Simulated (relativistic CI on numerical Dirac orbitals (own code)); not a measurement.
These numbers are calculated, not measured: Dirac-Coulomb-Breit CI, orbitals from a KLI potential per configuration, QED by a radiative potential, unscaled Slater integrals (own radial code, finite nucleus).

Configurations in the expansion (outside the closed core [Kr] 4d10 4f14): 5s²5p⁶5d⁸, 5s²5p⁶5d⁷6s, 5s²5p⁶5d⁷5f, 5s²5p⁶5d⁷6p, 5s²5p⁵5d⁹, 5s²5p⁶5d⁷5g, 5s²5p⁶5d⁷6d, 5s²5p⁶5d⁷7s, 5s²5p⁶5d⁶6s6p, 5s²5p⁶5d⁷7p, 5s²5p⁶5d⁷6f, 5s²5p⁶5d⁷7d, 5s²5p⁶5d⁷8s, 5s²5p⁶5d⁷8p, 5s²5p⁵5d⁸5f, 5s²5p⁶5d⁶5f6s, 5s5p⁶5d⁹, 5s²5p⁶5d⁷7f, 5s²5p⁵5d⁸5g, 5s²5p⁵5d⁸6s, 5s²5p⁵5d⁸6p, 5s5p⁶5d⁸5f, 5s²5p⁶5d⁶6s², 5s²5p⁶5d⁵5f6s², 5s²5p⁶5d⁵6s²6p, 5s²5p⁶5d⁵5g6s², 5s²5p⁶5d⁵6s²6d. Double excitations out of closed p, d and f shells are left out; levels of such configurations are missing from the list, as are those of other unlisted configurations, and high levels can miss mixing partners.

At this charge configurations can still be misplaced by up to about 7 % of their energy. Terms inside the open d or f shell come out 10 to 20 % too wide with unscaled integrals. Levels and lines within the n = 5 or 6 shells can be off by up to 10 % or somewhat more, and those that change n by about 2 %, since core polarisation is missing.

Outline of the computed level scheme of Pb VII. Lowest level of each configuration: 5s²5p⁶5d⁸ ³F4 at 0.0000 eV; 5s²5p⁶5d⁷6s ⁵F5 at 20.7454 eV; 5s²5p⁶5d⁷6p ⁵D°4 at 32.8279 eV.

Some strong electric-dipole decays among the lowest 45 levels: 5s²5p⁶5d⁷6p ⁵D°4 → 5s²5p⁶5d⁷6s ⁵F5 (1.3e+09 s⁻¹).

LS names give the leading component of a level, which can be under half, so a name can repeat, a term be missing and a line seem to break the LS rules.
